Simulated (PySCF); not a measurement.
# Electron correlation in As (arsenic, neutral)

[Ar] 3d10 4s2 4p3, high-spin 4S determinant. Calculation: PySCF 2.14, in aug-cc-pVTZ-PP with ECP10MDF (6s5p4d2f, 55 functions); scalar relativity through the core potential. Frozen: 3s2 3p6 3d10; 5 electrons correlated.

MP2 pair energies summed by pair of shells (mhartree):

| pair | energy | share (%) |
| --- | --- | --- |
| 4s-4p | -46.96 | 64.9 |
| 4p-4p | -15.61 | 21.6 |
| 4s-4s | -9.78 | 13.5 |

Total MP2 correlation energy: -72.35 mhartree.

Same-spin part -19.59 and opposite-spin part -52.76 mhartree; SCS-MP2 scales them by 1/3 and 6/5 to -69.84 mhartree.
